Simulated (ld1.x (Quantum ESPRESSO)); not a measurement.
Debugging a pseudopotential input (Si (Z = 14), ld1.x (Quantum ESPRESSO) 7.5)

Command:

```bash
ld1.x < Si.in > Si.out
```

Input:

```
&input
   title='Si', zed=14., rel=0, dft='PBE', iswitch=3,
   config='[Ne] 3s2 3p2 3d-2',
   nld=3, rlderiv=2.40, eminld=-3.0, emaxld=5.0, deld=0.02
 /
 &inputp
   pseudotype=3, lpaw=.true., tm=.true., lloc=-2, rcloc=2.05,
   nlcc=.true., new_core_ps=.true., rcore=4.00,
   which_augfun='PSQ', rmatch_augfun_nc=.true.,
   file_pseudopw='Si.UPF', file_wfcaegen='ae.wfc', file_wfcncgen='nc.wfc', file_beta='beta', file_chi='chi', file_wfcusgen='us.wfc'
 /
5
3S  1  0   2.00   0.00  1.85  2.10  0.0
3S  1  0   0.00   1.70  1.85  2.10  0.0
3P  2  1   2.00   0.00  1.35  1.60  0.0
3P  2  1   0.00   0.85  1.35  1.60  0.0
3D  3  2  -2.00   0.05  1.75  2.20  0.0
 &test
   configts(1)='3s2 3p2'
 /
```

This is an input that runs to its end, with one change: rcore set to 4.00 bohr.

Question: How does the run end?

Answer: The program runs through. The occupied levels of the test differ from the all-electron ones by at most 0.00001 Ry (unchanged input: 0.00000 Ry). Messages: US requires at least two energies per channel 3D.

```
     eps = 4.4E-15  iter =  9

     Etot =    -578.406931 Ry,    -289.203465 Ha,   -7869.627199 eV
     Etotps =   -46.213232 Ry,     -23.106616 Ha,    -628.763049 eV

     Ekin =      10.308069 Ry,       5.154035 Ha,     140.248430 eV
     Encl =     -21.210932 Ry,     -10.605466 Ha,    -288.589437 eV
     Ehrt =       5.880222 Ry,       2.940111 Ha,      80.004497 eV
     Ecxc =     -41.190591 Ry,     -20.595295 Ha,    -560.426539 eV
     (Ecc =      -0.000002 Ry,      -0.000001 Ha,      -0.000027 eV)

     ---------------------- End of pseudopotential test ----------------------
```
